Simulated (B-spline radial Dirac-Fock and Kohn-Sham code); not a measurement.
## Kohn-Sham estimates against Dirac-Fock for the levels of Ti⁶⁺

System: Ti⁶⁺, configuration [Ne] 3s2 3p4.

The density-functional columns are spherical, spin-unpolarised Dirac-Kohn-Sham results without Breit or QED terms: −ε is minus the orbital energy of the initial state and ΔSCF the difference of two total energies. The reference in the last column comes from ΔSCF Dirac-Fock with Breit, self-energy and vacuum polarisation, finite nucleus, configuration average. All numbers are from an atomic code on a B-spline grid, in eV; a selection of levels is shown.

```
     level  PBE −ε  PBE ΔSCF  LDA −ε  LDA ΔSCF  Dirac-Fock
    K (1s)  4979.3    5117.2  4966.6    5104.0      5096.5
   L1 (2s)   645.9     675.3   644.5     673.9       691.3
L2 (2p1/2)   557.5     590.8   557.2     590.6       589.8
   M1 (3s)   157.4     169.0   157.1     168.7       170.5
 M2,3 (3p)   132.2     143.5   132.2     143.5       142.0
```

Q: Order the estimates of the K (1s) level by their distance from the Dirac-Fock value, nearest first.
A. PBE ΔSCF
B. PBE −ε
C. LDA −ε
D. LDA ΔSCF

A: D (7.5 eV), A (20.7 eV), B (117.2 eV), C (129.9 eV).

Values without a named source are computed, but for edge energies of neutral atoms, which are taken from tables.
